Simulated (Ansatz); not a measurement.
`[AlH]1[SiH2][GeH2]1`. Total charge 0; spin multiplicity 1.

Cartesian coordinates in Å:
```
Al 0.808 -1.332 0.566
Si -0.686 -0.328 -1.047
Ge 0.247 1.046 0.744
H 1.596 -2.586 1.131
H -0.244 -0.004 -2.433
H -2.157 -0.562 -1.016
H 1.202 2.166 0.295
H -0.765 1.601 1.762
```

Q: List the harmonic frequencies (cm⁻¹, unscaled) at PBE0-D4/def2-TZVP in Ansatz. (Best estimate.)

A: The calculation gave: 126i, 136, 277, 290, 301, 345, 430, 519, 565, 601, 620, 819, 884, 1914, 2111, 2130, 2187, 2210.

Q: Is this a minimum?

A: No: 1 imaginary mode, so it is a saddle point.
